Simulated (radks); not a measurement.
Values are calculated unless marked as measured or tabulated.
Effect of the nuclear size on the zirconium ion Zr+, [Kr] 4d2 5s1. Level of theory: Dirac Kohn-Sham, BLYP, spin-unpolarised, spherical densities, finite nucleus; open shells are shared between the two j in proportion to 2j + 1; Fermi nuclear charge, rms radius 4.2694 fm (a radial shooting solver on a logarithmic mesh with Libxc functionals). The rms radius is varied about that value; shifts are against it.

[
 {"rms radius (fm)": "3.5223", "total energy shift (eV)": "-0.350", "density at nucleus (e/bohr^3)": "7.62e+04", "1s1/2 shift (meV)": "-148", "2s1/2 shift (meV)": "-15.6", "4s1/2 shift (meV)": "-0.393", "4p1/2 shift (meV)": "0.051"},
 {"rms radius (fm)": "3.8638", "total energy shift (eV)": "-0.198", "density at nucleus (e/bohr^3)": "7.551e+04", "1s1/2 shift (meV)": "-83.6", "2s1/2 shift (meV)": "-8.79", "4s1/2 shift (meV)": "-0.222", "4p1/2 shift (meV)": "0.029"},
 {"rms radius (fm)": "4.2694", "total energy shift (eV)": "0", "density at nucleus (e/bohr^3)": "7.477e+04", "1s1/2 shift (meV)": "0.000", "2s1/2 shift (meV)": "0.000", "4s1/2 shift (meV)": "0.000", "4p1/2 shift (meV)": "0.000"},
 {"rms radius (fm)": "4.5768", "total energy shift (eV)": "0.162", "density at nucleus (e/bohr^3)": "7.426e+04", "1s1/2 shift (meV)": "68.4", "2s1/2 shift (meV)": "7.19", "4s1/2 shift (meV)": "0.181", "4p1/2 shift (meV)": "-0.023"},
 {"rms radius (fm)": "4.9696", "total energy shift (eV)": "0.383", "density at nucleus (e/bohr^3)": "7.366e+04", "1s1/2 shift (meV)": "162", "2s1/2 shift (meV)": "17.0", "4s1/2 shift (meV)": "0.429", "4p1/2 shift (meV)": "-0.055"}
]

Slopes of the eigenvalues against <r^2> in GHz/fm^2, as finite differences over the two radii next to the reference (eigenvalue slopes, not the field-shift constants of lines): 1s1/2 6110, 2s1/2 642, 4s1/2 16.2, 4p1/2 -2.08.
